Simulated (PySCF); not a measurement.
A structure optimised at B3LYP-D3(BJ)/def2-SVP, used in a PySCF frequency run:

```xyz
8

Zn     0.0686     0.0525     0.0842
O      1.2745    -0.7759    -0.9290
C      1.0414    -1.4488    -2.1314
H      0.6284    -0.7978    -2.9310
H      1.9975    -1.8530    -2.5156
H      0.3506    -2.3127    -2.0294
S     -1.2492     1.1405     1.4363
H     -1.4910     0.0397     2.1895
```

### Question
Write its SMILES and formula.

### Answer
C[O][Zn][SH], CH₄OSZn

### Question
What are its rotational constants (standard atomic weights)?

### Answer
38.343, 1.5264, 1.4975 GHz
